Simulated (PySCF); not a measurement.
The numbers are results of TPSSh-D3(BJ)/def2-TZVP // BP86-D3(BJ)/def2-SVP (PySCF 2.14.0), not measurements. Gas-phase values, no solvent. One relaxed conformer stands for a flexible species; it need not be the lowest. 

Reference species: [Sc(Cl)2(NH2)] (neutral, multiplicity 1).

```yaml
coordination_number: 3
mean_distance_from_the_central_atom_to_its_bonded_neighbours: 2.181 Å
HOMO: -7.29 eV
charge on the central atom (meta-Löwdin): 1.23 e
```

After one change: the coordination number is nearly the same; the mean distance from the central atom to its bonded neighbours drops by 0.093 Å; the HOMO rises by 0.76 eV; the charge on the central atom (meta-Löwdin) falls by 0.02 e.

Question: Which change was made? The new species is one of these.
(A) [Sc(Cl)(NH2)2]
(B) [Sc(NH2)3]
(C) [Sc(Cl)3]

Answer: A, [Sc(Cl)(NH2)2]
